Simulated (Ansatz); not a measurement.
[TaO3(OH)]2- (TaO4H²⁻), relaxed as a singlet with RKS PBE0-D4/def2-SVPD in Ansatz, starting from the GFN2-xTB (ALPB water) geometry. Force threshold 0.02 eV/Å.

In the def2 sets Ta takes a core potential; there is no spin–orbit coupling. A multiply charged anion in the gas phase is held together partly by the finite basis. The highest occupied level of the charge -2 singlet lies above zero (up to 2.71 eV). The electron is either unbound and held by the finite basis, or the level is raised by self-interaction error. The relaxation made no stability test and no search for a lower SCF solution.

Start:

| atom | x (Å) | y (Å) | z (Å) |
| --- | --- | --- | --- |
| Ta1 | -0.139 | 0.115 | 0.516 |
| O2 | -1.672 | 0.773 | 1.165 |
| O3 | 0.222 | -1.507 | 1.180 |
| O4 | 1.235 | 1.227 | 0.793 |
| O5 | -0.236 | -0.145 | -1.637 |
| H6 | 0.590 | -0.462 | -2.016 |

Question: Estimate the energy that the relaxation releases and the steps that it takes.

Answer: 21.2 kJ/mol, in 17 steps; 31 s on 4 threads of Arm Neoverse V1 on a shared host. The force fell under the threshold at step 15, but the optimiser went on. No frequencies were taken in this run, so the end may be a saddle point.

Question: Does the start keep its bonding?

Answer: By distances, no bond broke or formed. The bond that changes most is Ta1–O5, from 2.17 to 2.07 Å (atoms count from 1).

Question: Predict the relaxed structure.

Answer: 
```xyz
6

Ta   -0.114   -0.002    0.476
O    -1.676    0.805    1.002
O     0.163   -1.565    1.399
O     1.323    1.134    0.624
O    -0.216   -0.418   -1.549
H     0.521    0.047   -1.952
```
Bond lengths: 4 × O–Ta 1.84 to 2.07 Å; 1 × H–O 0.96 Å.
